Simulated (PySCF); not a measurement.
A GIAO shielding run with PySCF 2.14 (density fitting, non-relativistic, gas phase) on SMILES C1(=O)C=C(OCC)[Si@@H]1CC, C7H12O2Si:

```
$ OMP_NUM_THREADS=1 python probes_run.py task.json out

{"job": {"kind": "nmr", "xc": "PBE0", "basis": "pcSseg-1"}, "charge": 0, "multiplicity": 1}
C      3.330459     1.073134    -0.480768
C      2.439898     0.234562     0.418861
O      1.192658     0.032272    -0.244902
C      0.274881    -0.687832     0.382239
C      0.290127    -1.303828     1.595777
C     -1.029142    -1.917705     1.658414
O     -1.538437    -2.606755     2.511547
Si    -1.510155    -1.208091    -0.093975
C     -2.726824     0.245169    -0.247701
C     -2.446896     1.101560    -1.481466
H      4.283313     1.252513     0.008842
H      2.854124     2.026679    -0.692604
H      3.504535     0.555820    -1.420359
H      2.899266    -0.740086     0.624977
H      2.259762     0.743882     1.373876
H      1.059609    -1.355764     2.348878
H     -1.600271    -2.120508    -1.236087
H     -3.750660    -0.128342    -0.295260
H     -2.668539     0.873781     0.643522
H     -2.564713     0.517155    -2.390644
H     -3.133039     1.945357    -1.528264
H     -1.430365     1.486414    -1.455753
```

Hardware: 1 thread of an Arm Neoverse V1, shared host. The job also computes population analyses, field gradients, ring-centre shieldings.

Task: How large is the calculation?

Result: 84 electrons, 237 basis functions and 1248 auxiliary functions.

Task: How long does it take, and how much memory does it need?

Result: 73 s of wall time, with 16 SCF cycles and 5 response iterations; peak memory 1.1 GiB. Times on a shared host scatter by some tens of per cent.
